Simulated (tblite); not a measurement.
**Question.** What does the GFN2-xTB structure of InChI=1S/C6H9ClO/c1-5(2)4-8-6(3)7/h1,3-4H2,2H3/q+1 look like in three dimensions? (Charge +1 and doublet state.)

**Answer.** 
Z-matrix in Å and degrees, rows numbered from 1:
```
C 
C   1  1.3527
Cl  2  1.7241  1  121.13
O   2  1.3195  1  120.30  3  -179.89
C   4  1.4050  2  121.62  1  -179.94
C   5  1.4993  4  110.93  2  -179.97
C   6  1.3486  5  119.29  4  -179.33
C   6  1.4757  5  117.20  4     0.77
H   1  1.0771  2  120.18  3   179.84
H   1  1.0747  2  121.38  3    -0.19
H   5  1.1030  4  110.14  2   -58.19
H   5  1.1025  4  110.11  2    58.01
H   7  1.0765  6  121.07  5  -179.77
H   7  1.0775  6  122.30  5     0.12
H   8  1.0921  6  110.08  5    57.27
H   8  1.0920  6  110.05  5   -58.51
H   8  1.0850  6  111.78  5   179.37
```

The 2 C–O bonds span 1.319 Å (C2–O4, drawn single) to 1.405 Å (O4–C5, drawn single), a spread of 0.086 Å. Of the pairs four or more bonds apart, Cl3···H12 is among the closest relative to their van der Waals radii: 2.77 Å, 94 % of the sum of Bondi's values. C2 (carbon bonded to C, Cl and O) is planar (angles 121.1°, 120.3° and 118.6°, sum 360.0°, 0.00 Å off the plane of its three neighbours). C7 (carbon bonded to C and 2 H) is planar (angles 122.3°, 121.1° and 116.6°, sum 360.0°, 0.00 Å off the plane of its three neighbours).

Structure optimised with GFN2-xTB, isolated species. This method treats the open shell by occupation alone, without spin polarisation.

Point group: Cs (tolerance 0.08 Å). Its GFN2-xTB frequencies are all real (lowest 44 cm⁻¹). Torsions: C1–C2–O4–C5 180°, C2–O4–C5–C6 180°, O4–C5–C6–C7 -179°, C5–C6–C7–H 180° and 0°.

One conformer stands for the species.

All values are computed, not measured.
